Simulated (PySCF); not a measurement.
## Identify the compound

The spectra below were simulated for a compound C3H12N2Si.

$^{1}$H NMR (400 MHz, computed): δ 4.85 (s, 2H), 2.79 (s, 3H), 2.60 (s, 6H), -0.33 (br s, 1H).

$^{13}$C{$^{1}$H} NMR (computed): δ 39.7 (CH3), 29.6 (CH3).

Non-relativistic Hamiltonian, one conformer, no solvent model, equivalent nuclei averaged. Structure optimised with GFN2-xTB; PBE0/pcSseg-1 with gauge-including orbitals; PySCF 2.14.0 with density-fitted response routines.

Referencing at the same level of theory: $^{1}$H, $^{13}$C vs TMS.

Propose a structure and justify it.

## Answers


1. Rings plus π bonds: 0.
2. 2 carbon signals for 3 carbons: some carbons are equivalent by symmetry or fast rotation.
3. Carbon types of the structure: 3 × CH3, leaving 3 H on heteroatoms.
4. δC 39.7, 29.6: methyl carbon bonded to N; pulled downfield by the heteroatom.
5. δH 4.85: hydrogen on a silicon bonded to 2 N.
6. δH 2.79, 2.60: hydrogen on a methyl carbon bonded to N; its carbon carries N, an electronegative neighbour.
7. δH -0.33: hydrogen on a nitrogen bonded to C, Si; exchangeable; this is the value without hydrogen bonding to other molecules.

Structure: `CN([SiH2]NC)C`.

This is the structure that produced the data.

OH and NH positions are those of a molecule without intermolecular hydrogen bonds; in solution they move with solvent, concentration and temperature, and exchange usually removes their couplings. Shifts are as computed. Against solution values, carbons near 30 ppm lie about +3 ppm off and those near 130 ppm about +5 ppm. Of 1211 compounds with measured shifts, 218 miss one by over three times the rms of a fit or turn the order of signals round; such compounds aren't used in these exercises. No couplings were computed; multiplicities are counted from neighbouring protons, with m where these are inequivalent, close in shift, in a saturated or five-membered ring or joined by F or P, and br s for small geminal =CH2 splittings.
